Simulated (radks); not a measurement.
The numbers below are computed, except where a source is named.
These are the eigenvalues of the occupied orbitals of an atom or ion with whole-number occupations (eV). Code: a radial shooting solver on a logarithmic mesh with Libxc functionals. Model: scalar-relativistic Kohn-Sham, PBE, spin-polarised, spherical densities, finite nucleus; Fermi nuclear charge, rms radius of each element as measured or else 0.836 A^(1/3) + 0.57 fm.

1s: -53664.73
2s: -8948.420
2p: -7942.223
3s: -2002.612
3p: -1693.629
3d: -1296.130
4s: -407.2477
4p: -305.5331
4d: -166.9646
5s: -63.0213
5p: -39.3905
4f: -17.0771

Which element is it, and in what charge state? The configuration may be excited.

Answer. Z = 66, dysprosium, charge +2: Dy2+ in [Kr] 4d10 4f(up 5, down 5) 5s2 5p(up 3, down 3). The list shows which subshells hold electrons but not how many an open one holds; the 1s level, -1972.1 hartree, gives Z - s = 62.8 by -(Z - s)^2/2, which with screening and relativity narrows Z to a few neighbours, and the depths of the outer levels then fix element, charge and occupations together.
